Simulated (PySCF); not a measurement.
One of the candidates below gave these computed data.

All candidates are C5H11NO2.

| technique | computed result |
| --- | --- |
| 1H NMR | chemical shifts (computed TMS as zero) by class: 5.95 (1 H), 3.78 (2 H), 3.58 (2 H), 3.57 (3 H), 1.05 (3 H) ppm [GIAO PBE0/pcSseg-1] |
| UV, strongest line | among the 6 lowest singlet transitions: S4 at 7.11 eV (174 nm, f = 0.114) [TDDFT PBE0/def2-SVPD] |
| NMR, other nuclei | isotropic shieldings of nuclei other than C and H, by class: 132 (1 N), -34 (1 O), 324 (1 O) ppm [GIAO PBE0/pcSseg-1] |
| Dipole | 3.63 D [PBE0/def2-SVPD] |
| Polarisability | 79.3 au [PBE0/def2-SVPD] |
| UV, first state | lowest singlet excitation: 5.96 eV (208 nm, f = 0.000) [TDDFT PBE0/def2-SVPD] |
| 13C NMR | chemical shifts (computed TMS as zero) by class: 167.3 (1 C), 76.7 (1 C), 60.9 (1 C), 34.7 (1 C), 18.8 (1 C) ppm [GIAO PBE0/pcSseg-1] |
| Rotational structure | rotational constants A, B, C: 3.475, 1.082, 0.877 GHz [GFN2-xTB] |
| Triplet | lowest triplet excitation (Tamm–Dancoff): 5.40 eV [TDA PBE0/def2-SVPD] |

Electronic properties: PySCF, gas phase, density fitting. Levels stand in brackets. The structure is a single GFN2-xTB conformer in the gas phase; no vibrational or solvent corrections. NMR classes are plain means over equivalent atoms (diastereotopic ones count apart unless rotation or inversion swaps them), as if these changed places fast.

Question: Which candidate is it?
A. `CNC(=O)CCOC`
B. `COCC(=O)N(C)C`
C. `CCNC(=O)COC`

Answer: C. It is `CCNC(=O)COC`. Numbering: `[CH3:1][CH2:2][NH:3][C:4](=[O:5])[CH2:6][O:7][CH3:8]`. Its formula, C5H11NO2, gives 1 degree of unsaturation: 0 rings and 1 π bond in the structure found. 5 carbons fall into 5 classes; from least to most shielded: amide carbonyl carbon [C4] (167.3 ppm), sp3 carbon bound to oxygen [C6] (76.7 ppm), methoxy carbon [C8] (60.9 ppm), sp3 carbon bound to nitrogen [C2] (34.7 ppm), methyl carbon [C1] (18.8 ppm). Hydrogen classes from least to most shielded: 1 H on an amide nitrogen, N3 (5.95 ppm), 2 H on an sp3 carbon bound to oxygen, C6 (3.78 ppm), 2 H on an sp3 carbon bound to nitrogen, C2 (3.58 ppm, a mean of values up to 1.8 ppm apart in this geometry), 3 H on a methoxy carbon, C8 (3.57 ppm, a mean of values up to 0.5 ppm apart in this geometry), 3 H on a methyl carbon, C1 (1.05 ppm). The other shieldings belong to: 132 ppm, amide nitrogen [N3]; -34 ppm, amide oxygen [O5]; 324 ppm, ether oxygen [O7]. The optimised geometry has point group C1 and is an asymmetric top.

The others, at the same levels:
- `COCC(=O)N(C)C` fails: its computed 13C shifts are 170.4 (1 C), 78.4 (1 C), 59.9 (1 C), 36.3 (1 C), 35.2 (1 C) ppm, 1H shifts are 4.20 (2 H), 3.51 (3 H), 3.29 (3 H), 3.08 (3 H) ppm and lowest singlet excitation is 5.34 eV (232 nm, f = 0.001) (against 5.96 eV).
- `CNC(=O)CCOC` fails: its computed 13C shifts are 171.5 (1 C), 74.6 (1 C), 61.2 (1 C), 41.1 (1 C), 25.6 (1 C) ppm, 1H shifts are 5.90 (1 H), 3.57 (3 H), 3.52 (2 H), 3.01 (3 H), 2.28 (2 H) ppm and lowest singlet excitation is 5.79 eV (214 nm, f = 0.002) (against 5.96 eV).

Each candidate is one conformer, not necessarily the lowest. Dipoles, sizes and rotational constants follow the conformer. The torsions of the flexible species, by atom-mapped SMILES:
- `[CH3:1][CH2:2][NH:3][C:4](=[O:5])[CH2:6][O:7][CH3:8]`: C1–C2–N3–C4 -114°, C2–N3–C4–O5 -4°, N3–C4–C6–O7 -2°, C4–C6–O7–C8 180°
- `[CH3:1][O:2][CH2:3][C:4](=[O:5])[N:6]([CH3:7])[CH3:8]`: C1–O2–C3–C4 67°, O2–C3–C4–O5 -122°, C3–C4–N6–C7 177°
- `[CH3:1][NH:2][C:3](=[O:4])[CH2:5][CH2:6][O:7][CH3:8]`: C1–N2–C3–O4 -3°, N2–C3–C5–C6 -56°, C3–C5–C6–O7 74°, C5–C6–O7–C8 -179°
